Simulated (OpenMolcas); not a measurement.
**2s2 2p along the 5-electron sequence**

```yaml
Program: OpenMolcas
Method: SS-RASPT2, IPEA 0.25 Eh, imaginary shift 0.1 Eh
Basis: ANO-RCC-VQZP
Scalar_Hamiltonian: DKH2, point nucleus
Spin-orbit_coupling: RASSI with atomic mean-field integrals over the reference wave functions, term energies averaged over their components
```

Active space for each ion: 3 electrons in 9 orbitals (RAS2 2s 2p; RAS3 3d, at most 2 electrons); closed shells correlated by CASPT2: 1s.

Computed levels in cm-1 above 2P* 1/2:

| Level | N2+ | O3+ | F4+ | Ne5+ |
| --- | --- | --- | --- | --- |
| 2P* 3/2 | 158 | 351 | 685 | 1204 |
| weight of 2P* in the lowest level (%) | 100 | 100 | 100 | 100 |

Measured, with the error of the calculation in %. Measured levels: N2+ from Moore, Selected Tables of Atomic Spectra, NSRDS-NBS 3, section 5; O3+ from Moore, Selected Tables of Atomic Spectra, NSRDS-NBS 3, section 10; F4+ from Moore, Atomic Energy Levels, vol. I, NSRDS-NBS 35 (1971 reprint of NBS Circular 467, 1949); Ne5+ from NIST levels in Podobedova, Fuhr, Reader and Wiese, J. Phys. Chem. Ref. Data 33, 525 (2004).

```
  Level         N2+         O3+         F4+         Ne5+
2P* 3/2  174 (-9.5)  386 (-8.9)  746 (-8.2)  1310 (-8.1)
```

The fine-structure level 2P* 3/2 changes by a factor of 7.62 from N2+ to Ne5+. Its fourth root runs 3.55, 4.33, 5.12, 5.89, with steps per unit of Z of 0.78, 0.79, 0.77; equal steps would mean a (Z - σ)^4 law with constant σ.

Active for correlation alone: 3d; no level in the range computed is led by a configuration that fills it, so any true level of that kind is missing. Measured partners are found by configuration, term and J. A level has none where our copy of the source lacks it or the pairing is in doubt (some pairs that miss far off the trend of their configuration count as doubtful), and it then counts in no deviation. Only configurations of the active space appear.

* marks odd parity.
